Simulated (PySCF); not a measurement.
Sb²⁺: excitation energy

Sb²⁺ [Kr] 4d10 5s2 5p1 (2P) → Sb²⁺ [Kr] 4d10 5s1 5p1 6s1 (4P), as a difference of total energies. Computed with PySCF 2.14 in aug-cc-pVDZ-PP with ECP28MDF, with a scalar-relativistic core potential. Correlated levels: valence: 4s2 4p6 4d10 frozen. The calculations carry no spin-orbit coupling.

```csv
method,excitation energy (eV)
UHF,17.841
LDA,19.972
PBE,19.585
PBE0,19.353
M06-L,19.975
BLYP,19.932
r2SCAN0,19.316
MP2 (valence),18.416
SCS-MP2 (valence),18.650
```

Question: How much does correlation contribute at MP2 (valence)?

Answer: 18.416 − (17.841) = 0.575 eV, measured against UHF.

The promoted electron is Rydberg-like, and one or two diffuse shells describe it only roughly, which tends to raise the upper state.
